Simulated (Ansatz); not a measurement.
System: GeI, charge 0, doublet. GeI (SMILES [Ge][I], doublet).
B3LYP-D3(BJ)/def2-TZVP minimum from Ansatz (a quantum-chemistry and plane-wave program):
```xyz
2

Ge     0.0000     0.0000    -1.5933
I      0.0000     0.0000     0.9620
```
Charge 0, spin multiplicity 2.

Total energies in hartree (Ansatz). Open shells are spin-unrestricted; no spin-orbit coupling. Cores are frozen in correlated methods (noble-gas shells, and filled d and f shells in the p block). Past Kr the def2 sets carry scalar-relativistic core potentials. Spin-orbit terms, left out, reach several kcal/mol for Br and I, and more for heavier atoms.

```csv
species,HF/def2-TZVPP,CCSD(T)/def2-TZVPP,HF/def2-QZVPP,CCSD(T)/def2-QZVPP,CCSDT(Q)/def2-QZVPP
"1: GeI (SMILES [Ge][I], doublet)",-2372.04777,-2372.28789,-2372.09099,-2372.35671,-2372.35858
2: Ge (triplet),-2075.32100,-2075.38759,-2075.36298,-2075.43218,-2075.43271
3: I (doublet),-296.65857,-296.79430,-296.65973,-296.81374,-296.81455
```

Work out the atomisation energy (electronic, to ground-state atoms) in kJ/mol: take Hartree-Fock from def2-QZVPP, extrapolate the CCSD(T) correlation energy as X^-3 (X = 3, 4), and add CCSDT(Q) - CCSD(T) in def2-QZVPP. 1 hartree = 2625.5 kJ/mol.


Species 1: correlation (64·(-0.26572) - 27·(-0.24012))/37 = -0.28440; step -0.00187; E1 = -2372.09099 + (-0.28440) + (-0.00187) = -2372.37726
Species 2: correlation (64·(-0.06920) - 27·(-0.06659))/37 = -0.07110; step -0.00053; E2 = -2075.36298 + (-0.07110) + (-0.00053) = -2075.43461
Species 3: correlation (64·(-0.15401) - 27·(-0.13573))/37 = -0.16735; step -0.00081; E3 = -296.65973 + (-0.16735) + (-0.00081) = -296.82789
-1·E1 +1·E2 +1·E3 = 0.11476 hartree = 301.3 kJ/mol.
